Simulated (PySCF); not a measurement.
# The first ionisation energy along the 4p block

All values are computed (PySCF 2.14, energy differences of UHF-based or UKS calculations, no spin-orbit coupling). Values in eV. The last column holds reference values (NIST; (s) semi-empirical, (t) theoretical, else measured). Unmarked ones compare directly (S terms, centres of terms, or small fine structure); those marked * lie between the lowest fine-structure levels and include a spin-orbit shift.

| element | configurations | UHF | PBE | PBE0 | r2SCAN | MP2 (valence) | SCS-MP2 (valence) | reference |
| --- | --- | --- | --- | --- | --- | --- | --- | --- |
| Ga (aug-cc-pV5Z-PP with ECP10MDF, ECP) | [Ar] 3d10 4s2 4p1 → [Ar] 3d10 4s2 | 5.536 | 5.940 | 5.966 | 6.102 | 5.779 | 5.764 | 5.931 |
| Br (aug-cc-pV5Z-PP with ECP10MDF, ECP) | [Ar] 3d10 4s2 4p5 → [Ar] 3d10 4s2 4p4 | 10.707 | 11.751 | 11.763 | 11.826 | 11.719 | 11.745 | 11.844 |
| Kr (aug-cc-pV5Z-PP with ECP10MDF, ECP) | [Kr] → [Ar] 3d10 4s2 4p5 | 13.035 | 13.989 | 14.039 | 14.121 | 14.186 | 14.124 | 14.222 |

```json
{"method": "UHF", "elements": "3", "mean error (eV)": "-0.906", "mean absolute error (eV)": "0.906", "largest error (eV)": "-1.187"}
{"method": "PBE", "elements": "3", "mean error (eV)": "-0.105", "mean absolute error (eV)": "0.111", "largest error (eV)": "-0.232"}
{"method": "PBE0", "elements": "3", "mean error (eV)": "-0.076", "mean absolute error (eV)": "0.099", "largest error (eV)": "-0.183"}
{"method": "r2SCAN", "elements": "3", "mean error (eV)": "0.017", "mean absolute error (eV)": "0.096", "largest error (eV)": "0.171"}
{"method": "MP2 (valence)", "elements": "3", "mean error (eV)": "-0.104", "mean absolute error (eV)": "0.104", "largest error (eV)": "-0.152"}
{"method": "SCS-MP2 (valence)", "elements": "3", "mean error (eV)": "-0.121", "mean absolute error (eV)": "0.121", "largest error (eV)": "-0.167"}
```

Errors include the incompleteness of the basis and the frozen core.

"Valence" correlates the outer s and p shells and, in groups 3 to 12 and the f block, the outer d or f shell, open or full, or the next shell where the ion has no valence electron left; the wider scheme adds the next inner shell.
